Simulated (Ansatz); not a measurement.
Consider the cleavage of the Al–Ge bond: `[CH3][Ge]([F])([F])[AlH2]` + `CC(O)O` → `CC(O)[O][AlH2]` + `[CH3][GeH]([F])[F]`.

Program: Ansatz. Geometries: PBE0-D4/def2-TZVP. ΔE: electronic, gas phase. CCSD(T)/CBS adds triple-zeta CCSD(T) − MP2 to the extrapolated MP2 energy (def2 sets, frozen cores). Functionals use def2-TZVPP. B3LYP here is the variant with VWN-RPA as its local correlation; programs differ in this. HSE06 is defined as in plane-wave codes. For Ge outer-core shells are correlated without core-valence functions, which leaves a few kJ/mol of doubt a bond. Scalar relativity is left out up to krypton. Each species was taken in one conformer, which may not be the lowest.

`[CH3][Ge]([F])([F])[AlH2]`:

Z-matrix (Å, degrees):
```
C
Ge 1 1.938
H 1 1.091 2 110.4
H 1 1.091 2 108.3 3 119.6
H 1 1.091 2 110.4 3 -120.8
F 2 1.751 1 105.1 3 -174.0
F 2 1.751 1 105.2 3 -65.4
Al 2 2.510 1 127.8 3 60.3
H 8 1.585 2 119.4 1 -0.1
H 8 1.580 2 118.3 1 179.9
```

`CC(O)O`:

```xyz
10

C     0.455    0.588   -0.822
C     0.039   -0.037    0.485
O     0.334   -1.406    0.404
O    -1.314    0.177    0.785
H     0.235    1.655   -0.813
H     1.523    0.443   -0.994
H    -0.088    0.116   -1.647
H     0.575    0.424    1.325
H     0.071   -1.809    1.237
H    -1.831   -0.151    0.041
```

`CC(O)[O][AlH2]`:

Cartesian coordinates in Å:
```
C 0.657 -1.476 -0.694
C -0.370 -0.426 -0.356
O -0.210 0.630 -1.277
O -0.198 0.011 0.953
Al -0.087 1.585 1.578
H 1.655 -1.036 -0.645
H 0.490 -1.863 -1.700
H 0.597 -2.295 0.024
H -1.385 -0.841 -0.448
H -0.988 1.195 -1.242
H -0.766 2.798 0.818
H 0.605 1.715 2.989
```

`[CH3][GeH]([F])[F]`:

Cartesian coordinates in Å:
```
C -0.579 0.835 -0.300
Ge 0.462 -0.721 0.135
F -0.296 -1.535 1.461
F 1.986 -0.202 0.769
H -0.085 1.408 -1.085
H -1.571 0.539 -0.640
H -0.675 1.456 0.591
H 0.757 -1.779 -0.932
```

| level | ΔE (kcal/mol) | difference from CCSD(T)/CBS |
| --- | --- | --- |
| LDA (SPW92) | -24.7 | 2.3 |
| PBE-D4 | -22.6 | 4.4 |
| BLYP-D4 | -25.7 | 1.3 |
| r2SCAN-D4 | -27.1 | -0.1 |
| B97M-V | -29.2 | -2.2 |
| PBE0-D4 | -24.0 | 3.0 |
| B3LYP-D4 | -26.5 | 0.5 |
| r2SCANh-D4 | -27.2 | -0.2 |
| r2SCAN0-D4 | -27.3 | -0.3 |
| HSE06-D4 | -23.8 | 3.2 |
| BHLYP-D4 | -28.1 | -1.1 |
| CAM-B3LYP-D4 | -28.2 | -1.2 |
| ωB97X-V | -27.0 | 0.0 |
| ωB97M-V | -27.4 | -0.4 |
| B2PLYP | -27.8 | -0.8 |
| PBE-QIDH | -26.8 | 0.2 |
| PBE | -22.3 | 4.7 |
| revPBE | -21.5 | 5.5 |
| r2SCAN | -27.0 | 0.0 |
| PBE0 | -23.7 | 3.3 |
| B3LYP | -26.0 | 1.0 |
| r2SCANh | -27.1 | -0.1 |
| r2SCAN0 | -27.2 | -0.2 |
| HSE06 | -23.6 | 3.4 |
| CAM-B3LYP | -28.0 | -1.0 |
| LC-ωPBE | -26.2 | 0.8 |
| RPA@PBE/def2-TZVPP | -27.2 | -0.2 |
| HF/def2-SVP | -30.0 | -3.0 |
| MP2/def2-SVP | -32.1 | -5.1 |
| CCSD/def2-SVP | -30.3 | -3.3 |
| CCSD(T)/def2-SVP | -30.3 | -3.3 |
| SCS-MP2/def2-TZVPP | -29.4 | -2.4 |
| CCSD/def2-TZVPP | -27.8 | -0.8 |
| CCSD(T)/def2-TZVPP | -27.7 | -0.7 |
| HF/def2-QZVPP | -30.1 | -3.1 |
| MP2/def2-QZVPP | -29.2 | -2.2 |
| SCS-MP2/def2-QZVPP | -29.3 | -2.3 |
| HF/CBS(def2) | -30.2 | -3.2 |
| MP2/CBS(def2) | -28.7 | -1.7 |
| CCSD/CBS(def2) | -27.1 | -0.1 |
| CCSD(T)/CBS | -27.0 | 0 |

Largest T1 diagnostic among the species: 0.012.

From PBE to PBE0 (25 % exact exchange), in def2-TZVPP and without D4, ΔE moves by −1.4 kcal/mol. Leaving LDA and LC-ωPBE aside and taking each functional with its dispersion term where it has one, the values spread over 6.6 kcal/mol, from B97M-V to PBE-D4. LDA lies −2.4 kcal/mol from PBE without D4.
